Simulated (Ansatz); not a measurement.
Geometry optimisation, Ansatz, RKS PBE0-D4/def2-SVP.

Input:

```yaml
crystal:
  periodic: [false, false, false]
  atoms:
    - { symbol: Sn, position_ang: [0.0, 0.0, 0.0] }
    - { symbol: H, position_ang: [0.0, 0.0, 1.74] }
    - { symbol: H, position_ang: [1.6408, 0.0, -0.5794] }
    - { symbol: O, position_ang: [-0.9232, 1.5994, -0.6527] }
    - { symbol: H, position_ang: [-1.881, 1.3686, -0.8751] }
    - { symbol: C, position_ang: [-1.0126, -1.7544, -0.716] }
    - { symbol: H, position_ang: [-1.5123, -2.2661, 0.1329] }
    - { symbol: H, position_ang: [-1.7727, -1.4617, -1.4701] }
    - { symbol: H, position_ang: [-0.2768, -2.4431, -1.1811] }
basis:
  gaussian: { orbitals: def2-SVP }
hamiltonian:
  xc: pbe0
  dispersion: d4
relax:
  f_tol: 0.02
  max_steps: 40
output:
  orbitals: {}
```

Launched with:

```bash
$ ansatz run input.yaml --threads 2 --pin off --max-ram 3072MiB --backend cpu --events-out ev --progress --plain --runs-dir out
```

Problem. Where does it end, and by what steps?

Solution. The forces met the threshold. The force dipped under the threshold on the way, but the program's further checks kept it going. After 22 steps the energy has fallen by 0.133 eV; H8 moved furthest, 0.77 Å.

| step | energy less start (eV) | largest force component (eV/Å) | accepted |
| --- | --- | --- | --- |
| 0 | 0.0000 | 2.316 | yes |
| 1 | -0.0836 | 0.823 | yes |
| 2 | -0.1050 | 0.769 | yes |
| 3 | -0.1141 | 0.492 | yes |
| 4 | -0.1199 | 0.062 | yes |
| 5 | -0.1212 | 0.233 | yes |
| 6 | -0.1242 | 0.018 | yes |
| 7 | -0.0822 | 1.664 | no |
| 8 | -0.1246 | 0.340 | yes |
| 9 | -0.1264 | 0.137 | yes |
| 10 | -0.1264 | 0.130 | yes |
| 11 | -0.1276 | 0.035 | yes |
| 12 | -0.1270 | 0.217 | no |
| 13 | -0.1237 | 0.179 | no |
| 14 | -0.1283 | 0.018 | yes |
| 15 | -0.1292 | 0.125 | yes |
| 16 | -0.1302 | 0.052 | yes |
| 17 | -0.1311 | 0.060 | yes |
| 18 | -0.1316 | 0.096 | yes |
| 19 | -0.1320 | 0.049 | yes |
| 20 | -0.1322 | 0.030 | yes |
| 21 | -0.1325 | 0.023 | yes |
| 22 | -0.1327 | 0.017 | yes |

```xyz
9
Properties=species:S:1:pos:R:3
Sn -0.003 -0.047 -0.097
H 0.128 0.011 1.619
H 1.507 0.188 -0.864
O -1.048 1.540 -0.709
H -1.865 1.656 -0.211
C -0.987 -1.841 -0.748
H -1.945 -1.964 -0.224
H -1.173 -1.785 -1.830
H -0.352 -2.714 -0.538
```

Time of the run: 72 s on 2 threads of Intel(R) Xeon(R) Platinum 8259CL CPU @ 2.50GHz (Skylake/Cascade Lake), with other jobs on the host, peak memory 0.19 GiB.
